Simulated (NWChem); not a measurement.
# trichloroethylene (C2HCl3); SMILES ClC=C(Cl)Cl

### Question
Give the equilibrium geometry at PBE0/def2-SVP (NWChem) as a list of bonds and angles, with the point group.

### Answer
point group Cs; any orientation.
Bond lengths (Å): Cl1–C2 1.709, C2–C3 1.340, C2–H6 1.091, C3–Cl4 1.711, C3–Cl5 1.721. Bond angles (°): Cl1–C2–C3 123.6, Cl1–C2–H6 115.9, C3–C2–H6 120.4, C2–C3–Cl4 123.6, C2–C3–Cl5 120.4, Cl4–C3–Cl5 116.0.
